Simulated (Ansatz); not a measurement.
Basis-set extrapolation for CH9FSi3 (`C[Si](F)([SiH3])[SiH3]`) (PBE0-D4/def2-TZVP geometry, frozen core, Ansatz 0.2.0). Multiplicity 1, RHF reference.

```json
{"": "HF", "def2-TZVPP": "-1009.504574", "def2-QZVPP": "-1009.538276"}
{"": "MP2 correlation", "def2-TZVPP": "-0.803851", "def2-QZVPP": "-0.867709"}
{"": "CCSD(T) correlation", "def2-TZVPP": "-0.905373", "def2-QZVPP": "not run"}
```

Energies in hartree. Use E(X) = E(∞) + A·exp(−7.88·√X) for Hartree–Fock and E(X) = E(∞) + B·X^(−2.97) for correlation, with X = 3 and 4, and add CCSD(T) minus MP2 of the smaller set to the MP2 limit.

Task: What is the CCSD(T) energy at the basis-set limit?

Result: HF limit: -1009.538276 + (-0.033702) × 0.13774 = -1009.54292. MP2 limit: -0.867709 + (-0.063858) × 0.74074 = -0.91501. Higher-order term: -0.905373 − (-0.803851) = -0.10152. Total: -1010.55945 hartree, 93.8 kcal/mol below CCSD(T)/def2-TZVPP.
